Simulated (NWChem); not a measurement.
Everything below was run with NWChem. System: germylsilane (H6GeSi), charge 0, spin multiplicity 1, at a geometry optimised with PBE0/def2-SVP. Level: evGW@PBE/def2-TZVP, RI basis def2-tzvp-rifit, 6 cycles.

Job file:

```
start mol
memory heap 200 mb stack 700 mb global 1700 mb
geometry units angstroms nocenter noautoz
  Si     0.061769     1.604304     0.000000
  Ge    -0.029915    -0.777016     0.000000
  H      0.782763     2.091356     1.215435
  H      0.782763     2.091356    -1.215435
  H     -1.320882     2.172304     0.000000
  H     -0.771586    -1.289161     1.249517
  H     -0.771586    -1.289161    -1.249517
  H      1.391037    -1.372451     0.000000
  symmetry group Cs
end
basis spherical
  * library def2-tzvp
end
basis "ri basis" bse spherical
  * library def2-tzvp-rifit
end
dft
  xc xpbe96 cpbe96
  iterations 100
  direct
  tolerances tight
end
task dft energy
gw
  evgw 6
  states alpha occ -1 vir -1
end
task dft gw
```

NWChem printed:

```
             Northwest Computational Chemistry Package (NWChem) 7.3.0
             --------------------------------------------------------

                                NWChem Input Module
                                -------------------

 Scaling coordinates for geometry "geometry" by  1.889725989
 (inverse scale =  0.529177249)

 Turning off AUTOSYM since
 SYMMETRY directive was detected!

                             Geometry "geometry" -> ""
                             -------------------------

 Output coordinates in angstroms (scale by  1.889725989 to convert to a.u.)

  No.       Tag          Charge          X              Y              Z
 ---- ---------------- ---------- -------------- -------------- --------------
    1 Si                  14.0000     0.06176900     1.60430400     0.00000000
    2 Ge                  32.0000    -0.02991500    -0.77701600     0.00000000
    3 H                    1.0000     0.78276300     2.09135600     1.21543500
    4 H                    1.0000     0.78276300     2.09135600    -1.21543500
    5 H                    1.0000    -1.32088200     2.17230400     0.00000000
    6 H                    1.0000    -0.77158600    -1.28916100     1.24951700
    7 H                    1.0000    -0.77158600    -1.28916100    -1.24951700
    8 H                    1.0000     1.39103700    -1.37245100     0.00000000

 Effective nuclear repulsion energy (a.u.)     172.4170698719

            Nuclear Dipole moment (a.u.)
            ----------------------------
        X                 Y               Z
 ---------------- ---------------- ----------------
    -0.0000094486    -0.0000245664     0.0000000000

      Symmetry information
      --------------------

 Group name             Cs
 Group number              2
 Group order               2
 No. of unique centers     6

      Symmetry unique atoms

     1    2    3    5    6    8


 Summary of "ao basis" -> "" (spherical)
 ------------------------------------------------------------------------------
       Tag                 Description            Shells   Functions and Types
[...]
@GW        44         10.909           0.000
@GW        45         12.100           0.000
@GW        46         12.100           0.000
@GW        47         12.403           0.000
@GW        48         13.555           0.000
@GW        49         13.597           0.000
@GW        50         13.597           0.000
@GW        51         15.218           0.000
@GW        52         15.446           0.000
@GW        53         15.446           0.000
@GW        54         17.336           0.000
@GW        55         18.843           0.000
@GW        56         20.164           0.000
@GW        57         20.164           0.000
@GW        58         25.647           0.000
@GW        59         25.648           0.000
@GW        60         26.335           0.000
@GW        61         27.577           0.000
@GW        62         28.597           0.000
@GW        63         28.601           0.000
@GW        64         28.601           0.000
@GW        65         30.463           0.000
@GW        66         30.463           0.000
@GW        67         30.672           0.000
@GW        68         30.676           0.000
@GW        69         32.376           0.000
@GW        70         32.376           0.000
@GW        71         33.495           0.000
@GW        72         33.776           0.000
@GW        73         33.779           0.000
@GW        74         35.045           0.000
@GW        75         37.250           0.000
@GW        76         37.253           0.000
@GW        77         36.963           0.000
@GW        78         39.952           0.000
@GW        79         41.302           0.000
@GW        80         41.301           0.000
@GW        81         42.620           0.000
@GW        82         45.483           0.000
@GW        83         45.488           0.000
@GW        84         49.383           0.000
@GW        85         53.404           0.000
@GW        86         53.401           0.000
@GW        87         54.448           0.000
@GW        88         56.825           0.000
@GW        89         56.826           0.000
@GW        90         56.554           0.000
@GW        91         56.549           0.000
@GW        92         58.339           0.000
@GW        93         57.008           0.000
@GW        94         59.016           0.000
@GW        95         59.015           0.000
@GW        96         61.337           0.000
@GW        97         66.947           0.000
@GW        98         68.764           0.000
@GW        99         68.752           0.000
@GW       100         69.646           0.000
@GW       101         69.626           0.000
@GW       102         69.631           0.000
@GW       103         73.661           0.000
@GW       104         78.038           0.000
@GW       105         78.032           0.000
@GW       106         77.350           0.000
@GW       107         81.534           0.000
@GW       108         81.530           0.000
@GW       109         84.096           0.000
@GW       110         82.791           0.000
@GW       111         82.792           0.000
@GW       112         86.939           0.000
@GW       113         86.938           0.000
@GW       114        129.719           0.000
@GW       115        129.720           0.000
@GW       116        129.877           0.000
@GW       117        163.560           0.000
@GW       118        179.467           0.000
@GW       119        179.459           0.000
@GW       120        183.578           0.000
@GW       121        295.994           0.000

     GW Timing Statistics
   ------------------------
   Init.   :          0.1s
     ERIs  :          1.2s
     Distr.:          0.1s
     Vxc   :          0.3s
   Sigma_x :          0.0s
   RPA     :         13.2s
   Wmn     :          4.2s
   Sigma_c :          3.9s
   GW total:         23.0s

 Task  times  cpu:       23.0s     wall:       23.0s

 Total times  cpu:       43.6s     wall:       43.6s
```
